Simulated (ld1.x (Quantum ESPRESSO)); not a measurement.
**How hard is this Co TM semilocal potential?**

```
Element                 : cobalt (Co)
Generator               : ld1.x (Quantum ESPRESSO) 7.5
Type                    : norm-conserving Troullier–Martins (semilocal form)
Functional              : LDA (PZ)
Relativity              : scalar-relativistic
Frozen core             : [Ne] 3s2
Valence charge          : 15
Reference configuration : 3p6 3d7 4s0 4p0 (charge +2)
Partial waves           : 3p (bound): rc 1.00 bohr; 3d (bound): rc 1.60 bohr; 4s (bound, empty): rc 2.20 bohr
Local potential         : the s channel
Core correction         : Bessel-smoothed model core inside 1.00 bohr
```

The pseudo-atom Hamiltonian at the reference potential is diagonalised in spherical Bessel functions j_l(qr) that vanish at 20 bohr, with q² up to the cutoff. All-electron valence levels (Ry): 3p -6.2246, 4p -1.0807, 3d -2.0133, 4s -1.5519.

**Question.** How do the lowest levels (Ry) of each channel move with the cutoff, and are there ghosts?

**Answer.**

| cutoff (Ry) | p #1 | p #2 | d #1 | s #1 | Σ f·Δε (mRy) |
| --- | --- | --- | --- | --- | --- |
| 8 | -2.9236 | -0.7259 | -0.6643 | -1.5430 | 29249.0 |
| 21 | -5.0690 | -0.9591 | -0.7679 | -1.5506 | 15651.9 |
| 45 | -6.1508 | -1.0725 | -1.5001 | -1.5518 | 4035.8 |
| 70 | -6.2219 | -1.0831 | -1.9673 | -1.5519 | 338.6 |
| 120 | -6.2241 | -1.0836 | -2.0130 | -1.5519 | 5.6 |
| 230 | -6.2247 | -1.0837 | -2.0133 | -1.5519 | 0.0 |
| 400 | -6.2247 | -1.0837 | -2.0133 | -1.5519 | 0.0 |

Result: no extra level below or beside the all-electron valence levels (p, d, s tested); the semilocal form is local in each channel, so this says nothing of the separable form that plane-wave codes build from it; 10 mRy is reached at 110 Ry and 1 mRy at 180 Ry.

Its largest configuration-test error is -607 meV.
